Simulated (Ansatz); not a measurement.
Steps of a relaxation of C3H7In (`C=C[CH2][InH2]`) with RKS PBE0-D4/def2-TZVP.

```sh
$ ansatz run in.yaml --threads 4 --pin off --events-out ev --progress --plain --max-ram 10444MiB
```

```yaml
crystal:
  periodic: [false, false, false]
  atoms:
    - {symbol: C, position_ang: [-0.384010, 1.783610, 0.490460]}
    - {symbol: C, position_ang: [0.103780, 0.613120, 0.887770]}
    - {symbol: C, position_ang: [-0.463960, -0.691830, 0.520450]}
    - {symbol: In, position_ang: [0.620460, -1.395300, -1.343540]}
    - {symbol: H, position_ang: [-1.275410, 1.844240, -0.117070]}
    - {symbol: H, position_ang: [0.064000, 2.716830, 0.786370]}
    - {symbol: H, position_ang: [0.996520, 0.589430, 1.506790]}
    - {symbol: H, position_ang: [-1.522130, -0.630270, 0.261410]}
    - {symbol: H, position_ang: [-0.309180, -1.458080, 1.282020]}
    - {symbol: H, position_ang: [1.581760, -0.315930, -2.325360]}
    - {symbol: H, position_ang: [0.588170, -3.055810, -1.949320]}
basis:
  gaussian: {orbitals: def2-TZVP}
hamiltonian: {xc: pbe0, dispersion: d4}
relax: {f_tol: 0.005, max_steps: 150}
```

Positions (Å) and forces (eV/Å) along the path, 13 of 39 steps:

```xyz
11
step=1 energy=-8394.6709 eV
C    -0.384    1.784    0.490    0.043    0.074    0.231
C     0.104    0.613    0.888   -0.191    0.021   -0.028
C    -0.464   -0.692    0.520    0.599   -0.365   -0.672
In    0.620   -1.395   -1.344   -0.177   -0.166    0.192
H    -1.275    1.844   -0.117   -0.154   -0.001   -0.133
H     0.064    2.717    0.786    0.147    0.185    0.028
H     0.997    0.589    1.507    0.075    0.071    0.019
H    -1.522   -0.630    0.261   -0.011   -0.079   -0.034
H    -0.309   -1.458    1.282   -0.082   -0.011   -0.052
H     1.582   -0.316   -2.325   -0.149    0.025    0.223
H     0.588   -3.056   -1.949   -0.101    0.247    0.227
11
step=2 energy=-8394.7291 eV
C    -0.413    1.804    0.538    0.162   -0.123   -0.134
C     0.106    0.626    0.879   -0.078   -0.090   -0.269
C    -0.383   -0.695    0.424    0.022   -0.010    0.205
In    0.615   -1.452   -1.342    0.229    0.167   -0.191
H    -1.281    1.869   -0.111   -0.061    0.014    0.049
H     0.056    2.737    0.821   -0.041    0.035    0.144
H     1.004    0.609    1.494    0.005    0.040    0.031
H    -1.435   -0.672    0.126   -0.091    0.010    0.110
H    -0.247   -1.481    1.169   -0.156    0.047    0.144
H     1.512   -0.233   -2.191    0.004   -0.153   -0.079
H     0.468   -3.112   -1.807    0.006    0.063   -0.010
11
step=8 energy=-8394.7681 eV
C    -0.481    1.824    0.603    0.003   -0.038   -0.012
C     0.123    0.655    0.803   -0.036    0.002   -0.014
C    -0.377   -0.672    0.383    0.055    0.055    0.017
In    0.687   -1.481   -1.343   -0.032    0.049   -0.048
H    -1.446    1.889    0.108    0.001   -0.011    0.005
H    -0.033    2.754    0.928    0.015    0.004   -0.003
H     1.089    0.661    1.307   -0.010    0.005    0.005
H    -1.433   -0.637    0.095    0.008   -0.014    0.015
H    -0.274   -1.415    1.179   -0.015   -0.019   -0.006
H     1.776   -0.470   -2.227    0.005   -0.027    0.032
H     0.368   -3.110   -1.837    0.005   -0.006    0.009
11
step=10 energy=-8394.7729 eV
C    -0.503    1.822    0.591   -0.031   -0.016   -0.017
C     0.120    0.665    0.796    0.058   -0.020   -0.005
C    -0.360   -0.674    0.401   -0.010   -0.006   -0.030
In    0.677   -1.472   -1.348    0.009    0.014    0.000
H    -1.478    1.866    0.114    0.002    0.003    0.004
H    -0.059    2.763    0.891   -0.001    0.006    0.001
H     1.097    0.693    1.278   -0.001    0.010    0.012
H    -1.425   -0.670    0.151   -0.014   -0.002   -0.010
H    -0.216   -1.416    1.192    0.014    0.001    0.016
H     1.893   -0.527   -2.135   -0.014   -0.013    0.020
H     0.254   -3.049   -1.930   -0.011    0.023    0.007
11
step=15 energy=-8394.7852 eV
C    -0.563    1.792    0.530   -0.014    0.036   -0.012
C     0.131    0.681    0.764    0.021   -0.052    0.009
C    -0.305   -0.700    0.466   -0.012   -0.027    0.044
In    0.684   -1.465   -1.322   -0.079    0.010   -0.092
H    -1.564    1.758    0.111    0.000    0.004    0.001
H    -0.154    2.770    0.754   -0.013   -0.026   -0.005
H     1.129    0.782    1.188    0.006    0.001   -0.006
H    -1.382   -0.767    0.295    0.017    0.001   -0.009
H    -0.052   -1.395    1.273    0.002    0.033    0.005
H     2.165   -0.728   -1.826   -0.004   -0.054    0.008
H    -0.090   -2.728   -2.233    0.076    0.073    0.055
11
step=18 energy=-8394.7932 eV
C    -0.588    1.778    0.506   -0.046    0.059   -0.025
C     0.131    0.684    0.744    0.066   -0.074    0.039
C    -0.291   -0.711    0.498   -0.027   -0.018   -0.013
In    0.673   -1.448   -1.317    0.016    0.021    0.018
H    -1.604    1.717    0.126    0.002    0.013    0.001
H    -0.187    2.768    0.689   -0.015   -0.037   -0.007
H     1.143    0.810    1.127    0.004    0.008    0.000
H    -1.371   -0.801    0.363   -0.011    0.008   -0.011
H     0.004   -1.383    1.309    0.031    0.028    0.004
H     2.258   -0.865   -1.692   -0.025   -0.024    0.001
H    -0.167   -2.549   -2.353    0.005    0.016   -0.006
11
step=20 energy=-8394.8013 eV
C    -0.621    1.747    0.451   -0.024    0.009   -0.013
C     0.129    0.679    0.720    0.018   -0.031    0.024
C    -0.269   -0.735    0.554    0.001    0.019    0.022
In    0.666   -1.409   -1.300    0.066   -0.116   -0.038
H    -1.648    1.646    0.111    0.011    0.018    0.000
H    -0.237    2.753    0.578   -0.010   -0.023   -0.015
H     1.151    0.846    1.062   -0.024   -0.001    0.001
H    -1.350   -0.860    0.467    0.017    0.014    0.008
H     0.097   -1.361    1.373    0.004    0.013   -0.050
H     2.365   -1.093   -1.496   -0.142   -0.014   -0.018
H    -0.281   -2.211   -2.519    0.083    0.111    0.080
11
step=23 energy=-8394.8098 eV
C    -0.626    1.696    0.352    0.029   -0.072    0.053
C     0.118    0.663    0.761    0.103    0.106   -0.139
C    -0.235   -0.763    0.638   -0.043   -0.138   -0.083
In    0.646   -1.365   -1.272   -0.029    0.091    0.059
H    -1.627    1.558   -0.051    0.044   -0.025   -0.004
H    -0.264    2.714    0.422   -0.001   -0.002    0.042
H     1.111    0.878    1.158   -0.054   -0.002   -0.019
H    -1.312   -0.920    0.592   -0.022   -0.061    0.004
H     0.204   -1.396    1.409   -0.036    0.103    0.126
H     2.360   -1.242   -1.428    0.030   -0.005   -0.014
H    -0.375   -1.824   -2.582   -0.021    0.005   -0.024
11
step=24 energy=-8394.8180 eV
C    -0.628    1.688    0.343    0.033   -0.040    0.024
C     0.125    0.658    0.740   -0.011    0.080    0.011
C    -0.233   -0.771    0.644   -0.005   -0.092   -0.046
In    0.652   -1.356   -1.266   -0.018    0.005    0.026
H    -1.629    1.545   -0.054    0.028   -0.018    0.006
H    -0.274    2.709    0.426    0.013   -0.014   -0.011
H     1.117    0.875    1.138   -0.027   -0.004   -0.028
H    -1.311   -0.928    0.592   -0.008   -0.026    0.004
H     0.195   -1.379    1.442   -0.014    0.074    0.018
H     2.370   -1.268   -1.422   -0.002    0.006   -0.012
H    -0.383   -1.775   -2.584    0.012    0.030    0.008
11
step=26 energy=-8394.8286 eV
C    -0.616    1.616    0.241   -0.032    0.064    0.005
C     0.118    0.622    0.752    0.081    0.020   -0.049
C    -0.217   -0.817    0.720   -0.018    0.018    0.146
In    0.644   -1.288   -1.230   -0.095    0.010   -0.121
H    -1.595    1.436   -0.197    0.060    0.001    0.020
H    -0.275    2.644    0.283   -0.008   -0.045   -0.032
H     1.091    0.877    1.179   -0.099   -0.025   -0.028
H    -1.291   -0.997    0.689    0.009   -0.015   -0.019
H     0.233   -1.361    1.550    0.006   -0.053   -0.097
H     2.361   -1.345   -1.407   -0.035    0.006    0.000
H    -0.454   -1.386   -2.580    0.131    0.019    0.175
11
step=30 energy=-8394.8462 eV
C    -0.567    1.535    0.125    0.083   -0.082    0.042
C     0.115    0.570    0.768   -0.091    0.028   -0.061
C    -0.233   -0.865    0.805   -0.001    0.074    0.056
In    0.609   -1.167   -1.190    0.047    0.001   -0.054
H    -1.522    1.339   -0.354    0.034   -0.022    0.023
H    -0.205    2.557    0.099    0.011   -0.041    0.006
H     1.065    0.842    1.227   -0.028    0.011   -0.005
H    -1.304   -1.060    0.781    0.017   -0.007   -0.013
H     0.255   -1.418    1.603   -0.009    0.021   -0.011
H     2.322   -1.229   -1.389   -0.065    0.018    0.014
H    -0.535   -1.104   -2.475    0.002   -0.002    0.004
11
step=38 energy=-8394.8543 eV rejected
C    -0.488    1.455    0.029   -0.034    0.088    0.034
C     0.111    0.521    0.797    0.079   -0.099   -0.126
C    -0.255   -0.896    0.866   -0.054   -0.014    0.030
In    0.568   -1.045   -1.177    0.006    0.045    0.056
H    -1.430    1.259   -0.476    0.037   -0.013    0.006
H    -0.090    2.459   -0.042   -0.008   -0.017    0.005
H     1.047    0.794    1.284   -0.033    0.037    0.005
H    -1.323   -1.099    0.810    0.022   -0.006    0.018
H     0.236   -1.457    1.655   -0.017   -0.007    0.007
H     2.272   -0.982   -1.363   -0.001   -0.005   -0.019
H    -0.649   -1.010   -2.383    0.002   -0.010   -0.015
11
step=39 energy=-8394.8559 eV
C    -0.489    1.456    0.030    0.001    0.001    0.002
C     0.114    0.517    0.790   -0.002   -0.001   -0.002
C    -0.259   -0.898    0.870    0.001    0.001    0.004
In    0.570   -1.038   -1.172   -0.001   -0.001    0.000
H    -1.429    1.260   -0.476    0.000    0.000   -0.001
H    -0.089    2.459   -0.039    0.000    0.000    0.000
H     1.046    0.796    1.280    0.001   -0.002    0.001
H    -1.326   -1.099    0.816    0.000    0.000   -0.002
H     0.231   -1.458    1.660    0.000    0.001    0.000
H     2.272   -0.979   -1.373    0.001    0.001    0.000
H    -0.642   -1.015   -2.385    0.000   -0.001    0.000
```

Hardware: 4 threads of an Arm Neoverse V1 on a shared host. Wall time 110 s, peak host memory 0.49 GiB.
